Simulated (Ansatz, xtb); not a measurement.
BFH5OSi2: which of two isomers lies lower

We compare a, `F[SiH2]OB[SiH2]`, a doublet, with b, `BO[Si@H](F)[SiH2]`, a doublet. Both are isolated molecules in the gas phase, relaxed with B3LYP/6-31G*; the shapes shown needn't be the lowest conformers.

a (Å):

```yaml
atoms:
  - { symbol: B, position_ang: [-0.3805, -0.1367, 0.1328] }
  - { symbol: F, position_ang: [1.4133, -2.7858, -1.6706] }
  - { symbol: O, position_ang: [0.5660, -0.4205, -0.8136] }
  - { symbol: Si, position_ang: [0.5289, -1.5047, -2.0712] }
  - { symbol: Si, position_ang: [-0.0180, 1.2144, 1.5278] }
  - { symbol: H, position_ang: [-0.8643, -1.9448, -2.3124] }
  - { symbol: H, position_ang: [1.1571, -0.8582, -3.2412] }
  - { symbol: H, position_ang: [-1.4515, -0.6831, 0.0996] }
  - { symbol: H, position_ang: [1.3051, 1.8472, 1.7626] }
  - { symbol: H, position_ang: [-0.9630, 1.4439, 2.6494] }
```

b (Å):

```xyz
10

B    -1.2560   -0.4308   -0.1953
F     1.1800    1.0956    2.1074
O    -0.4124    0.6089    0.0404
Si    1.1730    0.6080    0.5687
Si    2.3374    2.1558   -0.7315
H    -0.8770   -1.5611   -0.0451
H    -2.3664   -0.1760   -0.5590
H     1.6779   -0.7920    0.5546
H     2.2014    1.8904   -2.1920
H     3.7795    2.2754   -0.3740
```

Problem. Which of the two would you expect CCSD(T)/def2-SVP + ΔMP2/def2-TZVPP electronic energies to favour?

Solution. Too close to call at this level: CCSD(T)/def2-SVP + ΔMP2/def2-TZVPP gives E(b) − E(a) = +0.058 eV.

Level by level:

```json
{"level": "B3LYP/6-31G*", "geometry": "B3LYP/6-31G*", "E(b) − E(a) (eV)": "−0.026", "departure from the last row (eV)": "−0.083", "job, with rough time for the two": "optimisation, 3.3 min"}
{"level": "HF/def2-SVP", "geometry": "B3LYP/6-31G*", "E(b) − E(a) (eV)": "−0.031", "departure from the last row (eV)": "−0.088", "job, with rough time for the two": "part of the CCSD(T) run"}
{"level": "MP2/def2-SVP", "geometry": "B3LYP/6-31G*", "E(b) − E(a) (eV)": "+0.070", "departure from the last row (eV)": "+0.013", "job, with rough time for the two": "part of the CCSD(T) run"}
{"level": "CCSD(T)/def2-SVP", "geometry": "B3LYP/6-31G*", "E(b) − E(a) (eV)": "+0.080", "departure from the last row (eV)": "+0.022", "job, with rough time for the two": "single point"}
{"level": "CCSD(T)/def2-SVP + ΔMP2/def2-TZVPP", "geometry": "B3LYP/6-31G*", "E(b) − E(a) (eV)": "+0.058", "departure from the last row (eV)": "", "job, with rough time for the two": "single point, 79 s"}
```

As drawn, b has 1 Si–Si, 1 B–H in place of 1 B–Si, 1 Si–H.

B3LYP/6-31G*, HF/def2-SVP put the two in the other order. The largest departure from CCSD(T)/def2-SVP + ΔMP2/def2-TZVPP is that of HF/def2-SVP, 0.088 eV. Levels run at GFN2-xTB geometries aren't shown. The last row adds to CCSD(T) the change of the MP2 difference between the two basis sets, here −0.022 eV.

With harmonic frequencies from B3LYP/6-31G* (ideal gas, rigid rotor, one conformer each, 298.15 K, 1 atm): the zero-point term adds +0.019 eV; ΔH is +0.077 and ΔG +0.090 eV.

Open shells are spin-unrestricted. The correlated steps freeze 13 core orbitals. Codes used: Ansatz 0.2.0; the last row on 2 threads of Arm Neoverse V2 on a shared host.
